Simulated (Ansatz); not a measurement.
Isolated molecules relaxed with PBE0-D4/def2-TZVP in Ansatz; ΔE leaves out vibrations. CCSD(T)/CBS is the MP2 limit (def2-TZVPP, def2-QZVPP) plus CCSD(T) − MP2 in def2-TZVPP, frozen cores. This one scheme is used for every species. DFT in def2-TZVPP. One conformer a species, not always the lowest.

Consider the ligand exchange at the Si–C bond: `OC[SiH](F)S` + CH₃SH → `CS[SiH](F)S` + CH₃OH.

Question: Is it downhill or uphill in electronic energy at CCSD(T)/CBS, and by how much? (An estimate is asked.)

Answer: The calculation gave: Downhill: ΔE = -0.77 eV.

Question: What do these levels give: PBE-D4, PBE0-D4, ωB97X-V, PBE, r2SCAN, PBE0, MP2/def2-TZVPP, SCS-MP2/def2-TZVPP, CCSD(T)/def2-TZVPP, HF/def2-QZVPP, SCS-MP2/def2-QZVPP, HF/CBS(def2)? (An estimate is asked.)

Answer: Ansatz gave: PBE-D4 -0.74, PBE0-D4 -0.77, ωB97X-V -0.72, PBE -0.72, r2SCAN -0.75, PBE0 -0.74, MP2/def2-TZVPP -0.79, SCS-MP2/def2-TZVPP -0.76, CCSD(T)/def2-TZVPP -0.73, HF/def2-QZVPP -0.77, SCS-MP2/def2-QZVPP -0.79, HF/CBS(def2) -0.77 eV.

Largest T1 diagnostic among the species: 0.012.

The D4 term adds −0.04 eV with B3LYP and −0.02 eV with PBE0; it sums over pairs of atoms, weighted by their polarisabilities, and B3LYP, whose exchange is more repulsive, gets the larger term.

B3LYP here is the variant with VWN-RPA as its local correlation; programs differ in this.
